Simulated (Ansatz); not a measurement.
# A barrier at the coupled-cluster level

Start structure (CH7GeN, singlet), relaxed at PBE0-D4/def2-TZVP:

```
atom    x (Å)    y (Å)    z (Å)
 Ge1  -0.5850  -0.0590  -0.3914
  C2   1.1760   0.7663  -0.4537
  N3  -0.8067  -0.7508   1.3065
  H4  -0.1742  -1.5097   1.5231
  H5  -0.7025  -1.1224  -1.5147
  H6  -1.7150   0.9709  -0.5763
  H7   1.3486   1.2320  -1.4250
  H8   1.9510   0.0154  -0.2898
  H9   1.2552   1.5258   0.3247
 H10  -1.7475  -1.0684   1.4968
```

The step: CH₇GeN ([CH3][GeH2][NH2]) → GeNH₃ ([NH][GeH2]) + CH₄; bonds formed: C2–H4; bonds broken: Ge1–C2, N3–H4. Computed with Ansatz 0.2.0 (basis: def2-TZVPP and def2-QZVPP); correlated methods freeze the cores. Filled d shells of the heavier atoms are correlated. The def2 sets are not built for correlating such inner shells, so the correlated values are less sure here. Extrapolation: Hartree–Fock as exp(−7.88 √X), correlation as X^−2.97. Energies below are by CCSD(T) at an estimated basis limit (MP2 extrapolated from triple and quadruple zeta, plus CCSD(T) − MP2 in triple zeta).

Q: What are the electronic barrier and the energy of the step, from the start structure to the end structure? (To be estimated.)

A: Computed: Barrier 372.4 kJ/mol; step energy 194.5 kJ/mol (uphill); reverse barrier, their difference, 177.9 kJ/mol. Barrier and step energy count from the start structure, the reverse barrier from the end structure.

The saddle point: One imaginary mode of 1627i cm⁻¹.
```csv
pair,start (Å),saddle (Å),end (Å)
C2–H4,3.30,1.32,1.09
Ge1–C2,1.95,2.25,3.56
N3–H4,1.01,1.53,3.52
```

Zero-point energy (harmonic, PBE0-D4): ZPE is 204.8 kJ/mol at the start and 185.3 kJ/mol at the saddle, so the barrier goes from 372.4 to 352.9 kJ/mol.

First-order rate constant out of the start structure at 498 K by transition-state theory, with harmonic vibrational free energies alone and no tunnelling: ΔA‡ = 354.8 kJ/mol, so k = (kB T/h) exp(−ΔA‡/kB T) ≈ 10^-24 s⁻¹ (an order of magnitude at best: rotation, the number of equivalent paths and anharmonicity are left out).

The T1 diagnostic stays at or below 0.017. The restricted Hartree–Fock reference is unstable towards an unrestricted one at one or more of these structures.

Labels in which every atom is bracketed show which atoms are joined, not bond orders.

For scale, one of the runs: CCSD(T)/def2-TZVPP, 208 basis functions, launched by `ansatz run in.yaml --threads 4 --pin off --events-out ev --progress --plain --max-ram 9574MiB`. Time: 64 s of wall clock on 4 CPU threads of an Arm Neoverse V1; the host was shared. Peak host memory: 2.9 GiB.
